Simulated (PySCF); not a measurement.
Geometries of 2 isomers of C2H7BF2Si, from PBE0-D3(BJ)/def2-SVP geometry optimisation, gas phase (PySCF). One conformer each, no zero-point energy, no frequencies.

Question: Which isomer lies lower at this level?
A.
```xyz
13
angstrom
C     -1.809   -0.093   -0.203
C     -0.388   -0.515    0.157
Si     0.970    0.622   -0.500
B      2.793   -0.146   -0.029
F      2.949   -1.448    0.141
F      3.881    0.587    0.120
H     -2.555   -0.786    0.216
H     -1.959   -0.069   -1.294
H     -2.043    0.912    0.180
H     -0.171   -1.529   -0.220
H     -0.266   -0.575    1.253
H      0.837    2.008    0.052
H      0.884    0.729   -1.995
```
B.
```xyz
13
angstrom
F     -1.556    1.757   -0.456
B     -1.629    0.805    0.458
F     -2.342    1.082    1.535
C     -0.964   -0.594    0.248
C      0.221   -0.620   -0.721
Si     1.766    0.220   -0.034
H     -0.706   -1.022    1.232
H     -1.786   -1.238   -0.126
H     -0.044   -0.119   -1.667
H      0.491   -1.656   -0.988
H      2.864    0.238   -1.047
H      2.243   -0.501    1.187
H      1.444    1.629    0.361
```

Answer: B. That is `C(C[SiH3])B(F)F`, 7.5 kcal/mol below the other.

| SMILES | atoms numbered as above | E (Eh) | relative (kcal/mol) | relative (kJ/mol) | dipole (D) |
| --- | --- | --- | --- | --- | --- |
| FB(F)CC[SiH3] | [F:1][B:2]([F:3])[CH2:4][CH2:5][SiH3:6] | -593.82293 | 0.0 | 0.0 | 1.79 |
| CC[SiH2]B(F)F | [CH3:1][CH2:2][SiH2:3][B:4]([F:5])[F:6] | -593.81101 | 7.5 | 31.3 | 1.42 |
